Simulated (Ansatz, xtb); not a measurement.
**FGeH4Si: where a starting geometry ends**

The starting geometry of this gas-phase doublet has its atoms placed at random.

```xyz
7

F     0.4826   -1.0206   -1.6424
Ge    0.9799   -1.9931    0.4898
Si   -0.8762    0.7294   -1.6711
H    -0.1076    1.6053   -0.5541
H     0.4702   -0.4848    1.3332
H    -0.1764   -0.6612    0.2564
H     1.7600   -0.3974   -0.0353
```

Task: One run relaxed it with r2SCAN-D4/def2-SVP. What is a likely outcome?

Result: It ends as a structure given below by its coordinates. Distances that change by over a tenth: Ge2–H5 (1.80 → 1.61 Å), Ge2–H7 (1.85 → 1.59 Å). Contacts that open: Ge2–H6 (1.78 → 3.67 Å). Contacts that close: F1–Si3 (2.22 → 1.69 Å), Si3–H6 (2.48 → 1.49 Å).

The energy falls by 4.71 eV over 16 steps:

```csv
step,E − E(last) (eV)
1,4.712
3,2.142
4,1.707
6,0.868
8,0.271
9,0.142
11,0.016
13,0.003
14,0.000
16,0.000
```

Final geometry (Å):

```tsv
atom	x (Å)	y (Å)	z (Å)
F	0.1601	-0.9892	-1.4116
Ge	1.4817	-1.7662	0.2078
Si	-0.6786	0.4262	-1.0387
H	0.3360	1.4084	-0.5597
H	0.5123	-0.8489	1.1010
H	-1.6917	0.0600	-0.0068
H	2.4126	-0.5126	-0.1155
```

From the same start GFN2-xTB reaches the same bonding as this run.

From so rough a start the end depends on the optimiser's path, so another program may land elsewhere. No frequencies were run, so the end isn't proven a minimum. Open shells are spin-unrestricted. Run with Ansatz 0.2.0, 73 s on 1 thread of Intel(R) Xeon(R) 6975P-C (Granite Rapids), on a shared host.
